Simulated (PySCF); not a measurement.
Molecular orbitals of SeH

PBE at R = 1.472 Å; PySCF, scalar-relativistic core potentials, basis sets H cc-pVTZ, Se cc-pVTZ-PP with ECP10. State: ²Π (doublet), unpaired electrons π ↑. Only the outer orbitals are listed, counted within each symmetry, core potentials removing the inner ones.

```csv
spin,orbital,occ.,ε (eV),on H (%),main shells (%)
α,4σ,1,-18.09,9,"89 Se s, 8 H s"
α,5σ,1,-9.70,34,"57 Se p, 34 H s"
α,3π,1,-7.23,1,99 Se p
α,3π,1,-6.08,1,99 Se p
α,6σ,0,-0.72,70,"70 H s, 33 Se p"
α,7σ,0,3.35,22,"51 Se s, 24 H s, 22 Se d"
α,8σ,0,5.10,30,"36 Se s, 32 Se p, 31 H s"
β,4σ,1,-17.33,11,"87 Se s, 10 H s"
β,5σ,1,-9.43,35,"54 Se p, 35 H s, 10 Se s"
β,3π,1,-5.74,1,99 Se p
β,3π,0,-5.49,1,99 Se p
β,6σ,0,-0.50,69,"69 H s, 35 Se p"
β,7σ,0,3.79,30,"42 Se s, 31 H s, 22 Se d"
```

Task: Which are the highest filled and the lowest empty level, where do they sit, and how wide is the gap?

Result: Highest filled β 3π at -5.74 eV (in %: 99 Se p); lowest empty β 3π at -5.49 eV (in %: 99 Se p); the gap at PBE is 0.25 eV. Both belong to one degenerate shell, split only by its one-sided filling, so this is no excitation gap.

* bond order (Mayer): 1.02
* ⟨S²⟩: 0.753
* charge on H (Mulliken, basis-dependent): 0.08
* charge on H (Löwdin, basis-dependent): -0.17
* dipole moment (positive dipole means H(−)Se(+)): -0.48 D
* polarisability along the bond: 26.5 bohr³
* polarisability across the bond: 20.4 bohr³

Spin–orbit coupling is left out. The state is the lowest determinant that a PBE0 search found; another state may lie lower at other levels.
